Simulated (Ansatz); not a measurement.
Isolated molecules relaxed with PBE0-D4/def2-TZVP in Ansatz; ΔE leaves out vibrations. CBS: MP2 limit from def2 TZ/QZ plus the TZ coupled-cluster correction, frozen cores. This one scheme is used for every species. DFT in def2-TZVPP. HSE06 is defined as in plane-wave codes. For Se outer-core shells are correlated without core-valence functions, which leaves a few kJ/mol of doubt a bond. Scalar relativity is left out up to krypton. Each species was taken in one conformer, which may not be the lowest.

Reaction (formal exchange of groups at the Se–B bond): `NB(F)[SeH]` + CH₃OH → `OC[SeH]` + `NBF`

```csv
level,ΔE (kcal/mol),difference from CCSD(T)/CBS
r2SCAN-D4,19.9,-0.1
r2SCAN0-D4,20.7,0.7
HSE06-D4,19.9,-0.1
ωB97X-V,19.6,-0.4
r2SCAN0,20.6,0.6
CAM-B3LYP,19.1,-0.9
RPA@PBE/def2-TZVPP,19.0,-1.0
HF/def2-SVP,22.6,2.6
CCSD(T)/def2-SVP,21.5,1.5
HF/def2-QZVPP,20.4,0.4
CCSD(T)/CBS,20.0,0
```

(1) What do rigid-rotor, harmonic-oscillator terms from PBE0-D4/def2-TZVP frequencies (298.15 K, 1 bar) make of the CCSD(T)/CBS value? (Estimate.)

Largest T1 diagnostic among the species: 0.012.

## Answers

(1) Ansatz gave: ΔZPE = -0.6 kcal/mol, ΔH = +19.2 kcal/mol, ΔS = 0 J/(mol·K), ΔG = +19.2 kcal/mol.

At CCSD(T), def2-SVP lies +1.5 kcal/mol from the extrapolated value and def2-TZVPP −0.3 kcal/mol. Leaving LDA and LC-ωPBE aside and taking each functional with its dispersion term where it has one, the values, not all of them listed here, spread over 3.2 kcal/mol, from BLYP-D4 to r2SCAN0-D4.
